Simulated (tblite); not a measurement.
C₅H₁₀NPS.
Atom-mapped SMILES: `[CH3:1][S:2][CH2:3][P:4]([CH3:5])[CH2:6][C:7]#[N:8]` (hydrogens: H9, H10, H11 on C1; H12, H13 on C3; H14, H15, H16 on C5; H17, H18 on C6)

Geometry (GFN2-xTB, Å), atoms numbered from 1 in this order:
```
atom  x, y, z in Å
C1     3.3645   -0.6461   -0.5109
S2     1.7156   -1.2172   -0.0169
C3     0.8043    0.3491   -0.2265
P4    -0.8406    0.2474    0.6451
C5    -1.6366    1.6933   -0.1867
C6    -1.5693   -1.1074   -0.4334
C7    -2.9859   -1.1662   -0.2353
N8    -4.1191   -1.1818   -0.0799
H9     3.3285   -0.2653   -1.5282
H10    4.0211   -1.5084   -0.4602
H11    3.7055    0.1229    0.1775
H12    1.3892    1.1414    0.2451
H13    0.6929    0.5591   -1.2945
H14   -1.1980    2.6124    0.1979
H15   -1.5167    1.6562   -1.2694
H16   -2.6970    1.6879    0.0597
H17   -1.1145   -2.0564   -0.1352
H18   -1.3527   -0.9147   -1.4893
```

All values are computed: GFN2-xTB (tblite) harmonic vibrations without scaling, gas phase. This tight-binding method is rough: wavenumbers can miss measured ones by several per cent, in bad cases by 10 to 20. One conformer, not necessarily the lowest.

Harmonic wavenumbers (cm⁻¹): 28.1, 52.2, 58.3, 117.1, 123.6, 165.8, 175.1, 197.3, 235.9, 275.0, 305.6, 378.7, 464.6, 673.6, 701.9, 729.7, 733.8, 755.9, 772.0, 788.8, 879.3, 901.1, 946.3, 951.1, 1002.4, 1045.7, 1065.3, 1145.1, 1160.3, 1319.3, 1322.5, 1375.2, 1401.7, 1435.5, 1448.1, 1451.0, 1451.3, 2400.0, 2902.1, 2920.1, 2950.5, 2954.0, 2982.1, 3014.0, 3016.9, 3019.2, 3021.1, 3062.0.

A = 3015, B = 686.4, C = 593.3 MHz; mass 147.027 u (most abundant isotopes); point group C1, symmetry number 1.

What is the zero-point energy?

Half the sum of the wavenumbers: 30138 cm⁻¹ = 360.53 kJ/mol.

What is S at 500 K and 1 bar for an ideal gas of classical rigid rotors and harmonic oscillators?

Translation 181.84, rotation 131.76, vibration 246.73: S = 560.3 J/(mol K).

And Cp and H(500 K) − H(0)?

Cp = 238.21 J/(mol K), of which vibrations give 204.96 (their classical limit is 48 R = 399.1); H(500 K) − H(0) = 74.64 kJ/mol without the zero-point energy, 58.01 from vibrations.

What must be added to the electronic energy to get the Gibbs energy at 500 K and 1 bar?

ZPE + [H(500 K) − H(0)] − T·S = 360.53 + 74.64 − 280.17 = 155.00 kJ/mol.

Blend soft modes into free rotors: weight 1/[1 + (100 cm⁻¹/ν̃)⁴] for the oscillator and the rest for a rotor with moment μB/(μ + B), μ = h/(8π²ν), B = 10⁻⁴⁴ kg m². What vibrational entropy results?

220.85 J/(mol K) in place of 246.73, which changes −T·S at 500 K by +12.94 kJ/mol.

Hindered rotation and anharmonicity are outside this model. Other conformers, if any are populated, would add a mixing term that is left out. The structure is chiral; the term R ln 2 for an equal mix with its mirror image is left out.
